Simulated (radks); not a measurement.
Q: The mean radii <r> (bohr) of the occupied orbitals of an atom or ion are listed with their occupations. Method: scalar-relativistic Kohn-Sham, PBE, spin-unpolarised, spherical densities, finite nucleus; Fermi nuclear charge, rms radius of each element as measured or else 0.836 A^(1/3) + 0.57 fm; computed with a radial shooting solver on a logarithmic mesh with Libxc functionals.

orbital  occ.      <r>
1s          2  0.05619
2s          2   0.2555
2p          6   0.2250
3s          2   0.7736
3p          6   0.8160
3d          7    1.071
4s          2    2.894

Name the element and its charge.

A: Z = 27, cobalt, charge 0: Co in [Ar] 3d7 4s2. The 1s radius gives Z: for a bare nucleus <r> = (2 gamma + 1)/(2Z) with gamma = sqrt(1 - (Z/c)^2), 0.05483 bohr for Z = 27, and screening makes it slightly larger (0.05619 here). The occupations add up to 27, and the charge is Z minus that.
